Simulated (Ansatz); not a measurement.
Isolated molecules relaxed with PBE0-D4/def2-TZVP in Ansatz; ΔE leaves out vibrations. CCSD(T)/CBS is the MP2 limit (def2-TZVPP, def2-QZVPP) plus CCSD(T) − MP2 in def2-TZVPP, frozen cores. This one scheme is used for every species. Functionals use def2-TZVPP. For Ge outer-core shells are correlated without core-valence functions, which leaves a few kJ/mol of doubt a bond. Scalar relativity is left out up to krypton.

Reaction (formal exchange of groups at a Ge–Cl bond): `[Cl][GeH]1[CH2][O]1` + BH₃ → `[BH2][GeH]1[CH2][O]1` + HCl

CCSD(T)/CBS gives +0.50 eV.

Q: Another level gave +0.57 eV. Which?
A. CCSD/def2-TZVPP
B. SCS-MP2/def2-TZVPP
C. B97M-V/def2-TZVPP
D. LDA (SPW92)/def2-TZVPP

A: A. CCSD/def2-TZVPP 0.57, B97M-V 0.50, LDA (SPW92) 0.22, SCS-MP2/def2-TZVPP 0.64 eV.

Largest T1 diagnostic among the species: 0.018.

From PBE to PBE0 (25 % exact exchange), in def2-TZVPP and without D4, ΔE moves by +0.13 eV. In def2-TZVPP, CCSD(T) changes the Hartree–Fock value by −0.38 eV (the triples alone add −0.05 eV) and MP2 by −0.31 eV.
